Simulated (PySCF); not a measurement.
Excitation energy of Mg by level of theory

Mg [Ne] 3s2 (1S) → Mg [Ne] 3s1 4s1 (3S), as a difference of total energies. Computed with PySCF 2.14 in aug-cc-pCVTZ-DK (8s7p5d3f, 75 functions), with the spin-free X2C one-electron Hamiltonian (Gaussian nucleus). Correlated levels: valence and next inner shell: 1s2 frozen. The calculations carry no spin-orbit coupling.

```csv
method,excitation energy (eV)
UHF,4.217
MP2 (valence and next inner shell),4.910
SCS-MP2 (valence and next inner shell),5.053
CCSD (valence and next inner shell),5.054
CCSD(T) (valence and next inner shell),5.083
```

Q: How much does correlation contribute at CCSD(T) (valence and next inner shell)?

A: 5.083 − (4.217) = 0.866 eV, measured against UHF.

Errors of the correlated levels include the incompleteness of this basis and the frozen core.

For comparison: 5.108 eV (measured; NIST levels).
